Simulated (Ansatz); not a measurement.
Coupled-cluster diagnostics for Cu₂H₄, Ansatz.

Geometry of the singlet (r2SCAN-D4/def2-TZVP):

```xyz
6

Cu    1.198    0.213   -0.203
Cu   -1.161   -0.361    0.210
H    -2.057   -1.533    0.455
H    -0.201    1.081    0.376
H     2.546   -0.412   -0.371
H    -0.325    1.013   -0.466
```

Correlated methods freeze 18 core orbitals. In the singlet, H4 and H6 lie 0.85 Å apart (atoms count from 1), so H2 has formed as a molecule. Another isomer (singlet) lies 1.23 eV lower at PBE0-D4/def2-TZVP; other spin states weren't run for this one.

Q: Estimate the CCSD(T) correlation energy, the shares of MP2 and (T), T1 and the reference's ⟨S²⟩ for: charge 0, singlet, own geometry in def2-TZVPP; and the rough time on 4 threads of Intel Xeon Platinum 8259CL on a shared host.

A: 
```csv
state,basis,correlation (eV),MP2 share (%),(T) share (%),T1,⟨S²⟩ (pure),wall time
"charge 0, singlet, own geometry",def2-TZVPP,-28.803,108.0,4.8,0.034,0.00 (0.00),30 s
```
Customary marks for T1 are 0.02 (closed shells), 0.045 (open shells) and about 0.05 (3d metals). T1 exceeds 0.02 in 1 of 1 rows and 0.045 in 0; the higher it lies, the less the single-reference result can be trusted.
